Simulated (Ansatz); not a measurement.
CH3Cl, charge +1, doublet, geometry from GFN2-xTB (a state made from the parent by changing its charge; the spin is typed, not shown lowest); PBE0/6-31G run with Ansatz (a program for electronic structure).

Input for Ansatz:
Ansatz 0.2 input:
```yaml
crystal:
  periodic: [false, false, false]
  atoms:
    - {symbol: C, position_ang: [-0.00131604, 0.04523262, -1.08238306]}
    - {symbol: Cl, position_ang: [0.00077875, -0.02676598, 0.64048998]}
    - {symbol: H, position_ang: [-0.03211593, 1.09416315, -1.42147319]}
    - {symbol: H, position_ang: [0.90873300, -0.42897516, -1.48626886]}
    - {symbol: H, position_ang: [-0.88195964, -0.48156210, -1.48628921]}
basis:
  gaussian:
    orbitals: 6-31G
    point_charges:
      - {charge: 1.0, position_ang: [-2.9288, -3.2790, -2.2533]}
hamiltonian:
  xc: pbe0
total_charge: 1
magnetization: {spin_polarized: true, initial_magnetization: 1}
```

What the program printed (banner, timings and long lists left out):

```
Functional definition: PBE0
363 factors; integrals over basis functions are off by at most 2.2e-4 eV
mean field evaluation 1: about -13583.4309 eV, gradient 2.9e1 eV
mean field evaluation 2: about -13580.7363 eV, gradient 3.4e1 eV
mean field evaluation 4: about -13587.3797 eV, gradient 7.1e-1 eV
mean field evaluation 8: about -13587.4833 eV, gradient 3.7e-2 eV
mean field evaluation 16: about -13587.4833 eV, gradient 1.0e-3 eV
mean field evaluation 32: about -13587.4806 eV, gradient 4.9e-1 eV
mean field -13587.48334387 eV, -499.3308029601 hartree, gradient 9.6e-6 eV, S^2 0.751408; 2 other end points of the search recorded, 0 dependent functions left out
reference -13587.48335833 eV, -499.3308034918 hartree; 13, 12 occupied and 15, 16 virtual orbitals, 363 factors
Total energy: -13587.48335833 eV, -499.3308034918 hartree
```
